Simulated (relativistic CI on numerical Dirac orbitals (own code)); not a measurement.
Co⁺ in a cubic cluster: 2p photoemission with charge transfer

Computed with a charge-transfer multiplet model of a cubic metal-ligand cluster with up to 2 ligand holes, Slater and spin-orbit integrals from Dirac-Coulomb-Breit ions, Slater integrals scaled by 0.9. The ground state mixes d8 with configurations of k ligand holes L, whose averages lie at kΔ + k(k − 1)U_dd/2; a core hole lowers each added d electron by U_cd. 300 K, Lorentzian 0.6 eV and Gaussian 0.8 eV FWHM.

Atomic integrals in eV (Slater integrals scaled, ζ unscaled), ground: F2dd 9.320, F4dd 5.741, zeta_d 0.056; with the core hole: F2dd 11.102, F4dd 6.898, zeta_d 0.084, zeta_core 9.670, F2cd 6.560, G1cd 4.914, G3cd 2.793.

Cluster parameters (eV): Δ = 4.3, U_dd = 7.4, U_cd = 9, 10Dq = 0.2, 10Dq(ligand) = 1.6, final-state hopping factor = 1.

| Case | n_d | d8 | d9L | d10L2 | S |
| --- | --- | --- | --- | --- | --- |
| V(eg) = 1.7 eV, V(t2g) = -0.86 eV | 8.17 | 0.83 | 0.17 | 0.00 | 1.00 |
| V(eg) = 2 eV, V(t2g) = -1.02 eV | 8.21 | 0.79 | 0.20 | 0.01 | 1.00 |
| V(eg) = 2.3 eV, V(t2g) = -1.17 eV | 8.25 | 0.76 | 0.24 | 0.01 | 1.00 |
| V(eg) = 2.6 eV, V(t2g) = -1.32 eV | 8.29 | 0.72 | 0.26 | 0.01 | 1.00 |
| V(eg) = 2.9 eV, V(t2g) = -1.47 eV | 8.32 | 0.70 | 0.29 | 0.01 | 1.00 |

Weights, n_d and S are thermal averages at 300 K. Binding energies count from the first peak over 30 % of the highest in each spectrum, which can be another peak from case to case. The parameters are a model scan and need not match a compound or its usual spin state. Peaks in eV (height, largest 100):
- V(eg) = 1.7 eV, V(t2g) = -0.86 eV: 0.0 (100), 5.4 (80), 8.4 (40), 10.4 (21), 14.9 (43), 20.1 (38), 23.2 (36)
- V(eg) = 2 eV, V(t2g) = -1.02 eV: 0.0 (100), 5.9 (67), 9.4 (27), 11.2 (15), 14.9 (45), 20.7 (34), 24.1 (23)
- V(eg) = 2.3 eV, V(t2g) = -1.17 eV: 0.0 (100), 6.5 (58), 10.4 (19), 12.1 (12), 14.9 (46), 21.2 (31), 25.1 (15)
- V(eg) = 2.6 eV, V(t2g) = -1.32 eV: 0.0 (100), 7.1 (51), 11.5 (14), 14.9 (47), 21.9 (28), 26.1 (10)
- V(eg) = 2.9 eV, V(t2g) = -1.47 eV: 0.0 (100), 7.6 (45), 12.6 (12), 14.8 (50), 22.4 (25), 27.2 (7)

Curve for V(eg) = 2.6 eV, V(t2g) = -1.32 eV (points under 2 left out, the grid thinned):

E (eV), Intensity and a bar:
```
     -3.0        2.0 
     -2.3        3.4 
     -1.7        6.3 #
     -1.0       20.8 ######
     -0.3       82.7 ############################
      0.3       89.3 ##############################
      1.0       40.3 #############
      1.7       14.6 ####
      2.3        9.0 ##
      3.0        6.3 #
      3.7        4.1 #
      4.4        4.0 #
      5.0        4.7 #
      5.7        7.5 ##
      6.4       26.2 ########
      7.0       50.0 ################
      7.7       33.9 ###########
      8.4       15.2 #####
      9.0        7.1 ##
      9.7        4.6 #
     10.4        7.1 ##
     11.0       11.1 ###
     11.7       13.9 ####
     12.4        9.1 ##
     13.0       10.8 ###
     13.7       14.9 ####
     14.4       34.6 ###########
     15.0       46.9 ###############
     15.7       26.3 ########
     16.4        9.3 ##
     17.0        6.1 #
     17.7        3.1 
     19.9        2.1 
     20.5        3.5 #
     21.2       13.3 ####
     21.9       27.7 #########
     22.6       13.9 ####
     23.2        5.3 #
     23.9        2.3 
     25.1        3.2 
     25.7        7.5 ##
     26.4        9.2 ##
     27.1        5.4 #
     27.7        4.0 #
     28.4        2.1
```

For the case V(eg) = 2.6 eV, V(t2g) = -1.32 eV, Δ = 4.3 eV is smaller than U_dd = 7.4 eV, the charge-transfer side of the Zaanen-Sawatzky-Allen scheme. With the core hole the average of the configuration with one ligand hole lies at Δ − U_cd = -4.7 eV before mixing: it lies below the unscreened one, so the lowest final states are mostly screened and the unscreened weight appears at higher binding energy as a satellite.
